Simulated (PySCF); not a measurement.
Si(Cl)3(SiH3) (Cl3H3Si2), SMILES [SiH3][Si](Cl)(Cl)Cl. Geometry optimised at B3LYP-D3(BJ)/def2-SVP.

These are B3LYP-D3(BJ)/def2-SVP (PySCF) values and carry that method's errors.

Harmonic wavenumbers (cm⁻¹): 98, 98, 122, 175, 175, 198, 362, 514, 514, 562, 601, 601, 875, 937, 937, 2226, 2242, 2242. Rotational constants (GHz): 1.244, 1.162, 1.162; symmetry number 3.

Question: Work out the zero-point energy and the ideal-gas rigid-rotor harmonic-oscillator thermochemistry at 298.15 K and 1 atm.

Answer: ZPE = ½ Σ hcν = ½ × 13479 cm⁻¹ = 80.62 kJ/mol. H − E(el) = 104.63 kJ/mol. Entropy in J/(mol K): translation 172.47, rotation 114.87, vibration 88.50, total 375.84. G − E(el) = -7.43 kJ/mol. Cp = 117.09 J/(mol K). Modes under 150 cm⁻¹ make the vibrational entropy uncertain.
